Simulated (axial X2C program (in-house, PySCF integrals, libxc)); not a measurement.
**Spin–orbit effects down a group: molecules with N (ions), PBE0**

All values come from calculations with an in-house all-electron X2C program for linear molecules (integrals from PySCF), spin-free (one-electron X2C) or two-component (2c: spin–orbit coupling with atomic mean-field Coulomb and Gaunt terms, which also bring small scalar terms), in Dyall basis sets with cores contracted in-house; open shells are unrestricted.

Basis sets: C dyall-v3z, Ge dyall-cv3z, N dyall-av3z, Si dyall-v3z.

```csv
molecule,spin-free state,Re (Å),ωe (cm⁻¹),De (eV),2c state,Re 2c (Å),ωe 2c (cm⁻¹),De 2c (eV)
CN⁺,"M_S = 1, Λ = 1",1.226,1839.0,5.18,Ω = 2,1.226,1839.0,5.19
SiN⁺,"M_S = 1, Λ = 0",1.794,789.7,2.67,Ω = 1,1.794,789.6,2.67
GeN⁺,"M_S = 1, Λ = 0",1.899,644.7,2.21,Ω = 1,1.899,643.9,n/a
```

Fragments in 2c: N + C+, Si+ + N, Ge+ + N. Each entry is the lowest single determinant of a limited PBE0 search at one distance. De goes to single-determinant-based atoms at the same level (for ions the charge split of lowest energy) and is withheld (n/a) where an atom does not fit its ground term or J level. Main or longest-lived isotopes. One determinant is a doubtful description, or other states lie close, for CN⁺, SiN⁺, GeN⁺; these need not be ground states, and all values refer to the states named. Some open-shell Ω = 0 determinants are out of reach, so the Ω given for CN⁺, SiN⁺, GeN⁺ need not be the lowest component. With several unpaired electrons the Ω given is that of one determinant, not necessarily of the lowest component. Some light 2c atoms are not at their ground J level, so De misses part of their lowering (0.04 eV or less). The functionals have no current term, which raises determinants with orbital currents.
